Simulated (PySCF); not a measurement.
# Tl (thallium, neutral) across methods

[Xe] 4f14 5d10 6s1 6p2, high-spin 4P determinant (an excited configuration). Computed with PySCF 2.14 in aug-cc-pVTZ-PP with one added diffuse shell each of d, f type with ECP60MDF (6s5p5d3f, 67 functions), with scalar relativity through the core potential.

```tsv
method	E (hartree)	mean ε 5d β (eV)	mean ε 6s α (eV)	mean ε 6p α (eV)	Σ⟨r²⟩ (bohr²)	⟨S²⟩
PBE0	-172.2830	-18.796	-12.529	-4.520	66.00	3.753
PBE	-172.3064	-16.786	-11.219	-3.683	66.60	3.752
LDA	-172.0190	-16.899	-11.473	-3.782	66.43	3.752
CAM-B3LYP	-172.2426	-20.234	-13.931	-5.516	65.93	3.752
r2SCAN	-172.3629	-17.174	-11.730	-3.938	65.45	3.756
BHandHLYP	-172.1654	-20.752	-13.568	-5.108	66.03	3.752
B3LYP	-172.3391	-18.466	-12.185	-4.254	66.42	3.752
B97-3	-172.3052	-18.959	-12.407	-4.376	66.05	3.752
UHF	-171.35685	-24.026	-15.718	-6.680	66.46	3.758
```

Energies and moments cover only the electrons outside the core potential. Spin-orbit coupling is strong in this species (close to jj coupling), so the high-spin LS determinant is a model state, not a physical level.
